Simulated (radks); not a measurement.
Charge is removed step by step from the 5s1/2 level of neutral silver, starting from [Kr] 4d10 5s1. All-electron calculation, Dirac Kohn-Sham, BLYP, spin-unpolarised, spherical densities, point nucleus. Program: a radial shooting solver on a logarithmic mesh with Libxc functionals.

removed (e),E - E(0) (eV),eigenvalue (eV),E minus straight line (eV)
0,0.000,-4.455,0.000
0.25,1.318,-6.104,-0.650
0.5,3.058,-7.829,-0.878
0.75,5.238,-9.620,-0.667
1,7.873,-11.470,0.000

Removing the whole electron costs 7.873 eV by Delta-SCF, against 4.455 eV from minus the eigenvalue at the starting occupation. Slater's transition state (half an electron removed) gives 7.829 eV. Integrating minus the eigenvalue over the occupation (Janak's theorem) gives 7.873 eV. The mean slope of the eigenvalue, de/dn, is 7.02 eV per electron. Ionisation energy of Ag in the NIST Atomic Spectra Database: 7.576 eV (measured).

Beside tabulated values, note that spin-unpolarised runs miss the spin-polarisation part of the exchange energy of open shells.
